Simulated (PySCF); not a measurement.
**Static response to an electric field**

Species: C6H9FS.
Structure used (GFN2-xTB), in Å, numbered top down from 1:
```xyz
17
C6H9FS angstrom
C     -1.8841    1.2254    0.4050
S     -1.6617    0.7280   -1.3248
C     -0.4552   -0.6640   -1.1337
C     -1.0604   -1.8354   -0.3709
C      0.7424   -0.1728   -0.5018
C      1.6922    0.3154    0.0467
C      2.8431    0.8425    0.7501
F      2.7644    0.5749    2.1008
H     -2.3615    2.1996    0.3862
H     -0.9097    1.2941    0.8801
H     -2.5211    0.5125    0.9208
H     -0.2423   -0.9460   -2.1689
H     -0.3809   -2.6852   -0.3985
H     -1.2315   -1.5685    0.6696
H     -2.0055   -2.1233   -0.8250
H      2.8948    1.9336    0.6454
H      3.7700    0.3812    0.3879
```

Level: CAM-B3LYP/def2-SVPD (PySCF), static field, nuclei fixed, core orbitals frozen in the response. The polarisability tensor in these axes (au):

```
x   109.32   3.19  12.24
y     3.19  87.32   5.40
z    12.24   5.40  85.33
```

What are the eigenvalues, a third of the trace, and Δα (Δα² = ½Σ(αi − αj)² over the three pairs)?

Principal values 78.47, 88.12 and 115.38 au; mean 93.99 au = 13.93 Å³ = 15.50 × 10⁻⁴⁰ C²·m²/J; Δα = 33.16 au (35 % of the mean).

What is the dipole moment, and where does it point?

(0.21, -0.42, -0.49) D, 0.68 D in size, pointing from the negative to the positive side. Measured along this direction, the outermost atoms are H9 at the negative end and H12 at the positive end.

What are the principal values of the traceless quadrupole moment, Θ = ½Σq(3rr − r²1), about the centre of nuclear charge?

-16.16, 6.78, 9.38 D·Å. The values depend on the origin, since the dipole doesn't vanish. The electronic extent ⟨r²⟩ about the same centre is 1600 bohr², a root-mean-square distance of 2.53 Å for the 70 electrons.

Directions of the eigenvectors, and the extent of the frame along each?

Largest value along (0.90, 0.18, 0.40), where the nuclei span 6.13 Å; middle along (-0.32, 0.89, 0.32), 5.24 Å; least along (-0.30, -0.42, 0.86), 2.99 Å. The response follows the extents in order.

How large is μ²/3kT at 350 K beside α?

In Gaussian units μ²/3kT = 3.21 Å³ against 13.93 Å³, a ratio of 0.23; the Debye molar polarisation (4π/3)N_A(α + μ²/3kT) is 43.2 cm³/mol, leaving out the vibrational part.

Rayleigh depolarisation ratio (linearly polarised light, static tensor)?

ρ = 3Δα²/(45ᾱ² + 4Δα²) = 3298.7/(397534 + 4398.3) = 0.00821.

Isolated species at its GFN2-xTB geometry (one conformer only).
